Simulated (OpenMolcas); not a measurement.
# Predicting a hybrid from its neighbours: CH4FGeN

CH4FGeN has 8 atoms, charge 0, and is taken as a singlet. As SMILES, `[H]/N=[C](/F)[GeH3]`. The shape is that of a PBE0-D4/def2-TZVP optimisation.

The HOMO–LUMO gap y, in eV, basis 6-31G(d); a is the functional's share of exact exchange. Programs: OpenMolcas 26.06.

| functional | program | a | y (eV) |
| --- | --- | --- | --- |
| BLYP | OpenMolcas | 0 | 5.17 |
| revPBE | OpenMolcas | 0 | 5.18 |
| B3LYP | OpenMolcas | 0.2 | ? |
| PBE0 | OpenMolcas | 0.25 | 7.69 |
| BHLYP | OpenMolcas | 0.5 | 10.26 |

**Question.** Fit y = c + s·a to the known rows and predict B3LYP.

**Answer.** 
1. Means of the 4 rows: a = 0.1875, y = 7.075.
2. Σ(Δa)² = 0.17188, Σ(Δa·Δy) = 1.7462, so the slope is 1.7462/0.17188 = 10.159.
3. Intercept: 7.075 − (10.159) × 0.1875 = 5.170. The largest residual of the fit is 0.020.
4. B3LYP: 5.170 + (10.159) × 0.2 = 7.20 eV.

The run gave 7.20 eV, so the prediction is off by 0.00 eV: they agree to the digits shown. Exact exchange lowers occupied levels and raises empty ones.
